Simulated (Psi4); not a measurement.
Complex: NH3 (SMILES N) (first 4 atoms) with CO (SMILES [C-]#[O+]); geometry from B3LYP-D3(BJ)/def2-TZVP, rigid monomers moved along the line of their centres of mass till N1···C5 is 4.34 Å.
(charge 0, multiplicity 1):
| atom | x (Å) | y (Å) | z (Å) |
|---|---|---|---|
| N | -0.0456 | -0.1903 | -0.0940 |
| H | -0.9569 | 0.2520 | -0.1278 |
| H | 0.6428 | 0.5274 | -0.2905 |
| H | -0.0049 | -0.8666 | -0.8479 |
| C | -0.2894 | 0.6579 | 4.1528 |
| O | 0.1408 | -0.2001 | 4.7402 |

Computed with SAPT0/jun-cc-pV(D+d)Z (Psi4).

Problem. Give the four SAPT terms and the total, and say what mostly holds the pair together.

Solution. electrostatics -14.0, exchange 2.1, induction -1.3, dispersion -4.6, total -17.8 meV; the largest attraction is electrostatics.
